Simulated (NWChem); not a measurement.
System: NH3SeS; SMILES [Se](S)N

NWChem input:

```
start job
memory heap 200 mb stack 900 mb global 1100 mb
geometry units angstroms noautoz
  Se     0.412047    -0.452648    -0.019447
  N     -1.163765    -1.345306    -0.027704
  H     -1.370302    -1.871401     0.814266
  H     -1.375936    -1.845435    -0.884032
  S     -0.213320     1.674748    -0.048042
  H     -0.340170     1.847561     1.289066
end
basis spherical
  * library def2-svp
end
dft
  xc xpbe96 cpbe96
  iterations 150
  vectors input atomic output neutral.movecs
end
task dft energy
charge 1
dft
  odft
  mult 2
  vectors input atomic output cation.movecs
end
task dft energy
```

Geometry: optimised at PBE0/def2-SVP.

Ions are spin-unrestricted doublets at the neutral geometry; other ion states weren't tried.

Q: Predict the main results of this run. (PBE/def2-SVP, vertical spin-unrestricted ions.) Quantities: vertical ionisation energy, ΔSCF (eV); −ε(HOMO) (eV).

A: 
| Item | Value |
|---|---|
| vertical ionisation energy, ΔSCF (eV) | 8.82 |
| −ε(HOMO) (eV) | 5.41 |
